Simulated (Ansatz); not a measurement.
Relaxation of AlCl3H3InO (9 atoms, charge 0, multiplicity 1), to a largest force component of 0.03 eV/Å in at most 50 steps.

These are results of RHF/def2-SVP (Ansatz), not measurements.

```xyz
9
Properties=species:S:1:pos:R:3
In -0.080 -0.308 -0.639
Cl 0.239 -0.454 2.979
Cl 2.023 0.520 -1.198
Cl -2.000 0.915 -1.125
O -0.224 -2.129 0.122
Al -0.808 -3.716 -0.013
H -0.126 -4.842 0.855
H -1.993 -4.005 -1.019
H 0.256 -1.519 2.190
```

**Question.** Where does it end, and by what steps?

**Answer.** The run converged. The force dipped under the threshold on the way, but the program's further checks kept it going. After 15 steps the energy has fallen by 0.208 eV; H8 moved furthest, 0.96 Å. Joined: In1–Cl2 (3.63 → 2.91 Å).

| step | energy less start (eV) | largest force component (eV/Å) | accepted |
| --- | --- | --- | --- |
| 0 | 0.0000 | 1.096 | yes |
| 1 | -0.0712 | 0.743 | yes |
| 2 | -0.1145 | 0.842 | yes |
| 3 | -0.1387 | 0.874 | yes |
| 4 | -0.1109 | 1.440 | no |
| 5 | -0.1613 | 0.509 | yes |
| 6 | -0.1764 | 0.141 | yes |
| 7 | -0.1882 | 0.072 | yes |
| 8 | -0.1903 | 0.306 | yes |
| 9 | -0.1949 | 0.270 | yes |
| 10 | -0.2065 | 0.056 | yes |
| 11 | -0.2074 | 0.017 | yes |
| 12 | -0.2072 | 0.045 | no |
| 13 | -0.2075 | 0.045 | yes |
| 14 | -0.2072 | 0.061 | no |
| 15 | -0.2078 | 0.021 | yes |

```xyz
9
Properties=species:S:1:pos:R:3
In -0.155 -0.311 -0.376
Cl 0.500 -0.171 2.454
Cl 1.857 0.332 -1.380
Cl -2.013 1.102 -0.525
O -0.407 -2.184 0.168
Al -0.792 -3.807 -0.096
H -0.696 -4.795 1.131
H -1.228 -4.287 -1.535
H 0.223 -1.416 2.309
```

Whether the end is a true minimum wasn't checked by a vibrational analysis.

The run took 32 s on 2 threads of Intel(R) Xeon(R) 6975P-C (Granite Rapids) (shared host), peak memory 0.37 GiB.
